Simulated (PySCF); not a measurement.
## Exercise with solution: chemical shift, span and skew from a shielding tensor

Si(Cl)2(OH)(SH) (Cl₂H₂OSSi), SMILES O[Si](S)(Cl)Cl. Atoms are numbered in the order given.

```xyz
7

O      0.5475    -1.4063    -1.1718
Si     0.0802    -0.1999    -0.1607
S      1.6597     1.1813     0.0431
Cl    -1.6448     0.6352    -0.9143
Cl    -0.3385    -0.8827     1.7242
H     -0.1468    -1.9642    -1.5393
H      1.8041     1.3190    -1.2948
```

Geometry: PBE0-D3(BJ)/def2-SVP. This is a generated structure with no PubChem entry under its InChIKey; it may be hypothetical. Other conformers were not sampled.

GIAO shieldings from PBE/pcSseg-1 in PySCF, non-relativistic, no solvent. The symmetric part of the tensor of Si2 has the principal values 283.9, 333.7, 355.7 ppm. The same nucleus in TMS has σ = 335.4 ppm at this level (PySCF, at its B3LYP-D3(BJ)/def2-TZVP geometry). Without spin–orbit terms, shifts of atoms bonded to Cl or Br come out too high.

Problem. Work out the isotropic shielding, the ²⁹Si shift against TMS, the span and the skew.

Solution. 
σ(iso) = (σ11 + σ22 + σ33)/3 = 324.4 ppm. δ = σ(ref) − σ(iso) = 335.4 − (324.4) = 11.0 ppm.
Span Ω = σ33 − σ11 = 71.8 ppm. Skew κ = 3(σ(iso) − σ22)/Ω = -0.39. Tumbling in solution averages the tensor to δ; in a static solid the shielding alone would spread this spin-1/2 line over Ω.
